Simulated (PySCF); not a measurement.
Consider `C#Cc1ncc[nH]1` (C5H4N2). Numbering: `[CH:1]#[C:2][c:3]1[n:4][cH:5][cH:6][nH:7]1`

These are calculated values, M06-2X/ma-def2-SVP in PySCF (grid level 3) at geometries from PBE0-D3(BJ)/def2-SVP. Zero-point and thermal terms (298.15 K, 1 bar) come from unscaled GFN2-xTB harmonic frequencies, with soft modes damped to free rotors in the entropy. These were taken at the GFN2-xTB minima.

Task: Rank these of its positions by gas-phase deprotonation enthalpy, most acidic first.
A. C6 (aromatic carbon)
B. C5 (aromatic carbon)
C. N7 (pyrrole-type nitrogen)
D. C1 (alkyne carbon)

Result: C (1420 kJ/mol), D (1520 kJ/mol), A (1575 kJ/mol), B (1658 kJ/mol).

Task: For N7 (pyrrole-type nitrogen), what are ΔE (electronic) and ΔG(298 K) of the loss of the proton?

Result: ΔE = 1449 and ΔG = 1390 kJ/mol, beside ΔH = 1420 kJ/mol. The product is `C#Cc1ncc[n-]1`.

Known limits: structures of the anions come from def2-SVP, which lacks diffuse functions; ma-def2-SVP is a small basis, whose errors can reach tens of kJ/mol.
